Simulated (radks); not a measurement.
Isoelectronic series with 30 electrons, each ion in its NIST ground configuration. All-electron calculation, Dirac Kohn-Sham, PBE, spin-unpolarised, spherical densities, finite nucleus; Fermi nuclear charge, rms radius of each element as measured or else 0.836 A^(1/3) + 0.57 fm. Program: a radial shooting solver on a logarithmic mesh with Libxc functionals. Total energies (hartree) and mean radii <r> (bohr):

| ion | configuration | E (hartree) | 4s1/2 | 3d5/2 |
|---|---|---|---|---|
| Zn | [Ar] 3d10 4s2 | -1796.07534 | 2.655 | 0.9151 |
| Ge2+ | [Ar] 3d10 4s2 | -2098.07862 | 1.942 | 0.7337 |
| Se4+ | [Ar] 3d10 4s2 | -2426.26158 | 1.590 | 0.6252 |
| Kr6+ | [Ar] 3d10 4s2 | -2780.64604 | 1.363 | 0.5492 |
| Sr8+ | [Ar] 3d10 4s2 | -3161.35432 | 1.200 | 0.4916 |
| Zr10+ | [Ar] 3d10 4s2 | -3568.55983 | 1.075 | 0.4460 |
| Mo12+ | [Ar] 3d10 4s2 | -4002.46922 | 0.9747 | 0.4087 |
| Ru14+ | [Ar] 3d10 4s2 | -4463.32300 | 0.8927 | 0.3775 |
| Pd16+ | [Ar] 3d10 4s2 | -4951.38386 | 0.8239 | 0.3510 |
| Cd18+ | [Ar] 3d10 4s2 | -5466.93802 | 0.7651 | 0.3280 |
| Sn20+ | [Ar] 3d10 4s2 | -6010.30127 | 0.7142 | 0.3080 |
| Te22+ | [Ar] 3d10 4s2 | -6581.80685 | 0.6697 | 0.2904 |
| Xe24+ | [Ar] 3d10 4s2 | -7181.82638 | 0.6303 | 0.2747 |
| Ba26+ | [Ar] 3d10 4s2 | -7810.7484 | 0.5952 | 0.2607 |
| Ce28+ | [Ar] 3d10 4s2 | -8468.9975 | 0.5637 | 0.2480 |
| Nd30+ | [Ar] 3d10 4s2 | -9157.0265 | 0.5352 | 0.2365 |
| Sm32+ | [Ar] 3d10 4s2 | -9875.2899 | 0.5093 | 0.2261 |
| Gd34+ | [Ar] 3d10 4s2 | -10624.3556 | 0.4856 | 0.2165 |
| Dy36+ | [Ar] 3d10 4s2 | -11404.7689 | 0.4639 | 0.2078 |
| Er38+ | [Ar] 3d10 4s2 | -12217.1450 | 0.4439 | 0.1997 |
| Yb40+ | [Ar] 3d10 4s2 | -13062.1059 | 0.4254 | 0.1922 |
| Hf42+ | [Ar] 3d10 4s2 | -13940.3737 | 0.4082 | 0.1852 |
